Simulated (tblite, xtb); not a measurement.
O (SMILES [O-]), charge -1, doublet. Base run: GFN1-xTB run with xtb 6.7.1.

The xtb input:
```
$ xtb mol.xyz --gfn 1 --chrg -1 --uhf 1 --json

# file mol.xyz
1

O      0.00000000     0.00000000     0.00000000
```

Programs used: tblite, xtb; a row that names a program was run with it.

The base run was repeated with changes; each row names its change, and settings that it needs were set with it.

```tsv
change	ΔE vs base (mEh)	SCF cycles
base	0.000	47
acc = 0.0001	0.000	89
program = tblite; method = gfn1; option = (--etemp, 2000)	-10.280	-
etemp = 10	1.754	47
program = tblite; method = gfn1; option = --spin-polarized	-13.925	-
program = tblite; method = gfn1; option = (--alpb, water)	-110.3	-
etemp = 1000	-4.233	47
alpb = acetonitrile	-117.3	47
acc = 0.1	0.000	58
```

ALPB and GBSA are two models with their own fitted parameters for each solvent, which aren't always the measured dielectric constant.
